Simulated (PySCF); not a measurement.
Work out the structure from these simulated measurements.

Formula: C4H11NO2Si.

| Property | Result |
| --- | --- |
| Triplet | lowest triplet excitation (Tamm–Dancoff): 3.61 eV [TDA wB97X-D/def2-SVPD] |
| Dipole | 0.60 D [wB97X-D/def2-SVPD] |
| XPS | Si2p3/2 107.2, C1s 291.0, C1s 291.4, C1s 292.1 (×2), N1s 404.8, O1s 537.7 (×2), Si1s 1847.3 eV [ΔSCF SCAN, pcX-2 on the ionised atom, pcseg-1 elsewhere, spin-free X2C, 2p3/2 from a spin–orbit splitting computed afterwards within the 2p shell] |
| Polarisability | 91.2 au [wB97X-D/def2-SVPD] |
| Rotational structure | rotational constants A, B, C: 2.476, 1.015, 0.755 GHz [PBE0-D3(BJ)/def2-SVP] |
| UV, strongest line | among the 10 lowest singlet transitions: S3 at 7.01 eV (177 nm, f = 0.129) [TDDFT wB97X-D/def2-SVPD] |
| 1H NMR | chemical shifts (computed TMS as zero) by class: 8.23 (1 H), 4.46 (1 H), 3.70 (6 H), 3.56 (3 H) ppm [GIAO CAM-B3LYP/pcSseg-1] |
| UV, first state | lowest singlet excitation: 4.36 eV (284 nm, f = 0.002) [TDDFT wB97X-D/def2-SVPD] |
| Valence photoelectron | vertical ionisation energy: 9.17 eV [ΔSCF wB97X-D/def2-SVPD] |
| 13C NMR | chemical shifts (computed TMS as zero) by class: 187.7 (1 C), 57.0 (1 C), 52.1 (2 C) ppm [GIAO CAM-B3LYP/pcSseg-1] |

The electronic properties come from PySCF, for the isolated species, density fitting. Levels stand in brackets. The structure is a single PBE0-D3(BJ)/def2-SVP conformer in the gas phase; no vibrational or solvent corrections. Each NMR value is the plain mean over a class of atoms that symmetry, rotation or inversion makes alike.

**Question.** What is the compound? Reason from the data.

**Answer.** Numbering: `[CH3:1]/[N:2]=[CH:3]/[SiH:4]([O:5][CH3:6])[O:7][CH3:8]`. Its formula, C4H11NO2Si, gives 1 degree of unsaturation: 0 rings and 1 π bond in the structure found. 4 carbons fall into 3 classes; from least to most shielded: C=N carbon [C3] (187.7 ppm), N-methyl carbon [C1] (57.0 ppm), methoxy carbon [C6/C8] (52.1 ppm, 2 C). Hydrogen classes from least to most shielded: 1 H on a C=N carbon, C3 (8.23 ppm), 1 H on an oxygen-bound silicon, Si4 (4.46 ppm), 6 H on 2 methoxy carbons, C6/C8 (3.70 ppm), 3 H on an N-methyl carbon, C1 (3.56 ppm, a mean of values up to 1.3 ppm apart in this geometry). The core levels belong to: Si2p3/2 107.2 eV, oxygen-bound silicon [Si4]; C1s 291.0 eV, C=N carbon [C3]; C1s 291.4 eV, N-methyl carbon [C1]; C1s 292.1 eV, methoxy carbon [C6/C8]; N1s 404.8 eV, C=N nitrogen [N2]; O1s 537.7 eV, silyl ether oxygen [O5/O7]; Si1s 1847.3 eV, oxygen-bound silicon [Si4]. One atom of each topological class was ionised and stands for its class. The hole state at 291.0 eV has ⟨S²⟩ = 0.83 against 0.75, so that value is less sure. The first electron is taken from the HOMO, whose largest Löwdin shares are 0.43 on the C=N nitrogen, 0.16 on the C=N carbon, 0.08 on a silyl ether oxygen and 0.08 on the N-methyl carbon. The optimised geometry has point group C1 and is an asymmetric top. Structure: `C/N=C/[SiH](OC)OC`. Computed isomers that give other values at the same levels: `CC(=O)O[SiH2]N(C)C` (rotational constant A: 3.765 GHz; this holds for the one conformer computed); `C/N=C/CO[SiH2]OC` (lowest singlet excitation: 5.09 eV (244 nm, f = 0.001)). The assignments are read from this structure; whether some other isomer fits the data as well wasn't checked.

Shape of the structure used: `[CH3:1]/[N:2]=[CH:3]/[SiH:4]([O:5][CH3:6])[O:7][CH3:8]`: N2–C3–Si4–O5 57°, C3–Si4–O5–C6 -70°, C3–Si4–O7–C8 -179°.
